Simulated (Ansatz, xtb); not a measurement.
**Two structures of ClF2Si2Zn+**

Structure I is a singlet given by its coordinates and structure II is a singlet given by its coordinates. Both are isolated ions in the gas phase, relaxed with r2SCAN-D4/def2-SVP.

I (Å):

```xyz
6

Cl    4.4705   -0.0388    0.6683
F     0.9309    1.0593    1.7176
F    -0.0917    1.2134   -0.6748
Si    1.2595    1.0437    0.1587
Si    3.2320    0.2388   -0.9605
Zn    3.0629    2.6863   -1.1494
```

Close contacts (Å): Cl1–Si5 2.06, F2–Si4 1.59, F3–Si4 1.60, Si4–Si5 2.41, Si4–Zn6 2.77, Si5–Zn6 2.46.

II (Å):

```xyz
6

Cl    0.9777   -0.6879    1.9599
F    -0.1699    3.2913    0.4404
F    -1.8881    2.6556    2.3108
Si   -0.6325    2.1385    1.4562
Si    1.2448    1.2207    2.8626
Zn   -1.0651    0.0225    0.3365
```

Close contacts (Å): Cl1–Si5 2.13, Cl1–Zn6 2.70, F2–Si4 1.60, F3–Si4 1.60, Si4–Si5 2.52, Si4–Zn6 2.43.

Estimate E(II) − E(I) at the level CCSD(T)/def2-SVP + ΔMP2/def2-TZVPP.

Not settled: CCSD(T)/def2-SVP + ΔMP2/def2-TZVPP gives E(II) − E(I) = +5.74 kJ/mol, but this leans on the basis-set step: CCSD(T) alone gives −7.96 kJ/mol.

Level by level:

```json
{"level": "r2SCAN-D4/def2-SVP", "geometry": "r2SCAN-D4/def2-SVP", "E(II) − E(I) (kJ/mol)": "+4.10", "departure from the last row (kJ/mol)": "−1.64", "job, with rough time for the two": "optimisation, 67 s"}
{"level": "HF/def2-SVP", "geometry": "r2SCAN-D4/def2-SVP", "E(II) − E(I) (kJ/mol)": "−36.27", "departure from the last row (kJ/mol)": "−42.01", "job, with rough time for the two": "part of the CCSD(T) run"}
{"level": "MP2/def2-SVP", "geometry": "r2SCAN-D4/def2-SVP", "E(II) − E(I) (kJ/mol)": "+6.47", "departure from the last row (kJ/mol)": "+0.73", "job, with rough time for the two": "part of the CCSD(T) run"}
{"level": "CCSD(T)/def2-SVP", "geometry": "r2SCAN-D4/def2-SVP", "E(II) − E(I) (kJ/mol)": "−7.96", "departure from the last row (kJ/mol)": "−13.70", "job, with rough time for the two": "single point"}
{"level": "CCSD(T)/def2-SVP + ΔMP2/def2-TZVPP", "geometry": "r2SCAN-D4/def2-SVP", "E(II) − E(I) (kJ/mol)": "+5.74", "departure from the last row (kJ/mol)": "", "job, with rough time for the two": "single point, 57 s"}
```

HF/def2-SVP, CCSD(T)/def2-SVP put the two in the other order. The largest departure from CCSD(T)/def2-SVP + ΔMP2/def2-TZVPP is that of HF/def2-SVP, 42.01 kJ/mol. Levels run at GFN2-xTB geometries aren't shown. The last row adds to CCSD(T) the change of the MP2 difference between the two basis sets, here +13.70 kJ/mol, a large step that makes the value less sure.

With harmonic frequencies from r2SCAN-D4/def2-SVP (ideal gas, rigid rotor, one conformer each, 298.15 K, 1 atm): on the last row, ΔE + ΔZPE = +5.61 kJ/mol. A mode under 50 cm⁻¹ makes harmonic enthalpies and free energies unreliable, so none is given.

The correlated steps freeze 22 core orbitals; the last core shell of Zn is correlated, in a basis made for valence electrons. Codes used: Ansatz 0.2.0; the last row on 2 threads of Intel(R) Xeon(R) Platinum 8259CL CPU @ 2.50GHz (Skylake/Cascade Lake) on a shared host.
